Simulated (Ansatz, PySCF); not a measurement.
This Ansatz (a quantum-chemistry and plane-wave program) input computes a r2SCAN/def2-TZVPD energy:

Ansatz 0.2 input:
```yaml
crystal:
  periodic: [false, false, false]
  atoms:
    - {symbol: B, position_ang: [-0.00000000, -0.00000000, -0.76882027]}
    - {symbol: N, position_ang: [0.00000000, 0.00000000, 0.54915734]}
basis:
  gaussian:
    orbitals: def2-TZVPD
hamiltonian:
  xc: {name: r2SCAN}
magnetization: {spin_polarized: true, initial_magnetization: 2}
output: {forces: true}
```

Q: Write an input for the same energy in PySCF and say what it gives.

A: 
```python
from pyscf import gto, scf, dft

mol = gto.M(
    atom='''
    B    -0.00000000   -0.00000000   -0.76882027
    N     0.00000000    0.00000000    0.54915734
    ''',
    basis='def2-tzvpd',
    charge=0,
    spin=2,
    symmetry='C2v',
    verbose=4,
)

mf = dft.UKS(mol, xc='r2scan').density_fit(auxbasis='def2-universal-jkfit')
mf.grids.level = 4
mf.conv_tol = 1e-9
mf.max_cycle = 100
mf.max_memory = 1500
mf.kernel()
if not mf.converged:
    mf = mf.newton()
    mf.kernel(mf.make_rdm1())
mf.analyze()
```
It gives -79.39777 Eh, and Ansatz -79.39777 Eh, a difference of 0.00 mEh.
